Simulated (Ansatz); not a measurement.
System: sum formula H3Si2OCl2, charge 0, multiplicity 2. It need not be the lowest isomer of its formula. 
Coordinates optimised at B3LYP-D3(BJ)/def2-TZVP (Ansatz, a program for electronic structure):
```
O
Si 1 1.6140
Si 1 1.6559 2 146.96
H 2 1.4622 1 109.82 3 -177.97
H 3 1.4852 1 106.75 2 169.22
H 3 1.4875 5 111.07 1 118.86
Cl 2 2.0493 4 109.37 1 -120.62
Cl 2 2.0494 4 109.28 1 120.58
```
Charge 0, spin multiplicity 2.

Wanted: atomisation energy (electronic, to ground-state atoms); the coupled-cluster value holds the core correlation from cc-pwCVTZ, in eV. Cores are frozen in the correlated levels unless marked. UHF or UKS for open shells. Spin-orbit coupling is left out. Non-relativistic. Basis-set limits of correlation are two-point, X^-3; Hartree-Fock from the larger set.

Level to compare with: CCSD(T)/CBS(cc-pV(T+d)Z,cc-pV(Q+d)Z) plus the core term (Ansatz), 27.82 eV. It is a level with limits of its own, and the differences hold the functionals' basis error too.

Question: Rank these functionals by how close they come to CCSD(T)/CBS(cc-pV(T+d)Z,cc-pV(Q+d)Z), closest first: revPBE/def2-TZVPD (Ansatz); HSE06/def2-TZVPD (Ansatz); B3LYP/def2-TZVPD (Ansatz); r2SCANh/def2-TZVPD (Ansatz).

Answer: r2SCANh/def2-TZVPD (hybrid meta-GGA, 27.58 eV, difference -0.24), HSE06/def2-TZVPD (screened hybrid, 27.13 eV, difference -0.69), B3LYP/def2-TZVPD (global hybrid, 26.89 eV, difference -0.93), revPBE/def2-TZVPD (GGA, 26.31 eV, difference -1.51)
